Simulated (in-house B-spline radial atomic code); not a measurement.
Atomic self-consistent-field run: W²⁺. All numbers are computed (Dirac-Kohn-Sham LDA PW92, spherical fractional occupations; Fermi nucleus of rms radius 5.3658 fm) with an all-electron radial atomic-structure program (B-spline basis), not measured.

Command:
```bash
python run_scf.py task.json out
```
Settings (nuclear radius in fm, mass in u):
```
Z                74
configuration    [Xe] 4f14 5d4
hamiltonian      dirac
method           lda,pw
spin_polarised   False
nucleus          fermi
rms_radius       5.3658
atomic_mass      183.95093
speed_of_light   137.035999084
```

Output (hartree, bohr):
```
 radial grid: 78 intervals, B-splines of order 8, outer radius 53.7037 bohr

 iter        energy (Eh)    residual
    1      -16151.872702    4.98e-01
    2      -16152.314322    1.75e-01
    3      -16152.831424    7.74e-02
    4      -16152.936289    3.04e-02
    5      -16152.891894    5.65e-02
    6      -16152.957294    2.07e-03
    7      -16152.957381    2.10e-04
    8      -16152.957382    9.54e-05
    9      -16152.957382    3.56e-06
   10      -16152.957382    5.06e-08

 total energy                    -16152.95738
 kinetic                           18185.1580
 electron-nucleus                 -40305.5488
 Hartree                            6282.5272
 exchange-correlation               -315.0938

 first-order corrections (not in the total)
   Gaunt                            19.2326
   retardation                      -2.0397
   frequency dependence             -0.3287
   self-energy                      13.9924
   Uehling                          -2.6259
   Wichmann-Kroll                    0.1043
   recoil                            0.0297

 orbital      occ     eigenvalue          <r>       <r^2>       <1/r>       <r^4>     <1/r^2>       r_max    small
 1s1/2      2.000     -2547.8255     0.018362  0.00046376     86.9692 5.83565e-07       18172     0.01147  7.78e-02
 2s1/2      2.000      -440.0188    0.0770002   0.0070717     21.1662 8.72916e-05     2472.15     0.06592  1.76e-02
 2p1/2      2.000      -421.0499    0.0636735  0.00504533     21.1458 5.25088e-05     782.171     0.04897  1.77e-02
 2p3/2      4.000      -371.3944    0.0716278  0.00624556      17.765 7.64814e-05     431.079     0.05581  1.60e-02
 3s1/2      2.000      -101.7738     0.200758   0.0462166     7.76732  0.00322987     555.133      0.1857  5.80e-03
 3p1/2      2.000       -93.2810     0.190662   0.0423742     7.68836  0.00284678      178.49      0.1738  5.75e-03
 3p3/2      4.000       -82.5469     0.205431   0.0489708      6.8129  0.00376141     99.7809      0.1879  5.25e-03
 3d3/2      4.000       -68.1530     0.179716   0.0379452     6.70927  0.00255232     56.4222       0.147  5.14e-03
 3d5/2      6.000       -65.8164     0.184256   0.0397547     6.50262  0.00277851     52.2596      0.1509  5.00e-03
 4s1/2      2.000       -21.4418     0.449742    0.228658     3.26841   0.0760251      139.06      0.4212  1.92e-03
 4p1/2      2.000       -17.9162     0.454684     0.23564     3.16012   0.0829821     43.7332      0.4208  1.83e-03
 4p3/2      4.000       -15.4198     0.488226    0.271355     2.85277    0.109984      24.469      0.4506  1.63e-03
 4d3/2      4.000        -9.6077     0.504939    0.295808     2.63899    0.141493     12.6916      0.4471  1.44e-03
 4d5/2      6.000        -9.1477     0.516446    0.309277     2.56547    0.154706     11.7132      0.4565  1.39e-03
 5s1/2      2.000        -3.5010      1.06746     1.28127      1.2663     2.42208     25.2378      0.9627  4.29e-04
 5p1/2      2.000        -2.4523      1.17537     1.56617     1.13613     3.76499     7.00384       1.032  3.53e-04
 5p3/2      4.000        -2.0873       1.2794     1.85681     1.02732     5.31887     3.89613       1.117  3.01e-04
 4f5/2      6.000        -1.8681     0.602729    0.456244     2.10146     0.49447     5.64466      0.4254  9.83e-04
 4f7/2      8.000        -1.7857     0.612424    0.471881     2.07028    0.533167     5.47597      0.4304  9.61e-04
 5d3/2      1.600        -0.7606      1.84379     3.98991    0.703759     28.3379     1.15617       1.453  1.44e-04
 5d5/2      2.400        -0.7297      1.90177     4.24383    0.680324     32.0133     1.05165       1.498  1.35e-04
```

Run time, properties included: 2.5 s on 1 thread of Arm Neoverse V1, with other jobs on the host.

For the Dirac Hamiltonian the kinetic term is c α·p + (β - 1)c².
